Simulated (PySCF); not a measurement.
CH₁₁ClSi₄. Atoms are numbered in the order given.

```xyz
17

Si    -2.0361    -1.8133    -1.7478
Si    -0.7796    -0.2084    -0.5871
Si    -1.5335    -0.1295     1.6363
C      1.0626    -0.6713    -0.6721
Si     2.1543     0.2519     0.5286
Cl     1.7250     2.2809     0.4274
H     -3.4925    -1.4740    -1.7195
H     -1.5910    -1.9146    -3.1734
H     -1.8459    -3.1505    -1.1011
H     -0.9925     1.1317    -1.2168
H     -1.2445    -1.4353     2.3091
H     -3.0116     0.0977     1.6559
H     -0.8591     0.9641     2.4001
H      1.4184    -0.5114    -1.7038
H      1.1688    -1.7488    -0.4523
H      1.8752    -0.1961     1.9231
H      3.6031     0.0807     0.2244
```

Coordinates come from a PBE0-D3(BJ)/def2-SVP optimisation. The structure was generated by enumeration, and PubChem lists no compound with its InChIKey, so it may never have been made. Other conformers were not sampled.

Computed with B3LYP/def2-TZVP (PySCF).

ESP charges are fitted to the potential on shells at 1.4 to 2.0 van der Waals radii. Atomic charges (e):

```json
[
 {"atom": "Si1", "IAO": "0.32", "Mulliken": "0.10", "ESP fit": "-0.01", "Löwdin": "0.14"},
 {"atom": "Si2", "IAO": "0.37", "Mulliken": "0.16", "ESP fit": "0.29", "Löwdin": "0.06"},
 {"atom": "Si3", "IAO": "0.32", "Mulliken": "0.09", "ESP fit": "0.11", "Löwdin": "0.14"},
 {"atom": "C4", "IAO": "-0.83", "Mulliken": "-0.41", "ESP fit": "-0.39", "Löwdin": "-0.52"},
 {"atom": "Si5", "IAO": "0.86", "Mulliken": "0.40", "ESP fit": "0.24", "Löwdin": "-0.02"},
 {"atom": "Cl6", "IAO": "-0.33", "Mulliken": "-0.26", "ESP fit": "-0.15", "Löwdin": "0.20"},
 {"atom": "H7", "IAO": "-0.11", "Mulliken": "-0.04", "ESP fit": "-0.02", "Löwdin": "-0.04"},
 {"atom": "H8", "IAO": "-0.11", "Mulliken": "-0.05", "ESP fit": "-0.03", "Löwdin": "-0.04"},
 {"atom": "H9", "IAO": "-0.12", "Mulliken": "-0.05", "ESP fit": "-0.03", "Löwdin": "-0.04"},
 {"atom": "H10", "IAO": "-0.10", "Mulliken": "-0.03", "ESP fit": "-0.08", "Löwdin": "-0.02"},
 {"atom": "H11", "IAO": "-0.11", "Mulliken": "-0.05", "ESP fit": "-0.05", "Löwdin": "-0.04"},
 {"atom": "H12", "IAO": "-0.11", "Mulliken": "-0.04", "ESP fit": "-0.05", "Löwdin": "-0.04"},
 {"atom": "H13", "IAO": "-0.10", "Mulliken": "-0.03", "ESP fit": "-0.05", "Löwdin": "-0.03"},
 {"atom": "H14", "IAO": "0.17", "Mulliken": "0.13", "ESP fit": "0.15", "Löwdin": "0.15"},
 {"atom": "H15", "IAO": "0.16", "Mulliken": "0.13", "ESP fit": "0.15", "Löwdin": "0.16"},
 {"atom": "H16", "IAO": "-0.14", "Mulliken": "-0.04", "ESP fit": "-0.04", "Löwdin": "-0.03"},
 {"atom": "H17", "IAO": "-0.13", "Mulliken": "-0.04", "ESP fit": "-0.04", "Löwdin": "-0.04"}
]
```

Question: Give the Mayer and Wiberg (Löwdin basis) orders of the bonds. (The exact figures need the calculation; the answer reports its results.)

Answer: 
| bond | Mayer | Wiberg |
|---|---|---|
| Si1–Si2 | 0.94 | 1.11 |
| Si2–Si3 | 0.94 | 1.10 |
| Si2–C4 | 0.92 | 1.14 |
| C4–Si5 | 1.00 | 1.22 |
| Si5–Cl6 | 1.11 | 1.78 |
| Si1–H7 | 0.94 | 0.96 |
| Si1–H8 | 0.94 | 0.96 |
| Si1–H9 | 0.94 | 0.96 |
| Si2–H10 | 0.93 | 0.89 |
| Si3–H11 | 0.94 | 0.96 |
| Si3–H12 | 0.95 | 0.96 |
| Si3–H13 | 0.94 | 0.95 |
| C4–H14 | 0.92 | 0.84 |
| C4–H15 | 0.92 | 0.83 |
| Si5–H16 | 0.94 | 0.93 |
| Si5–H17 | 0.94 | 0.93 |
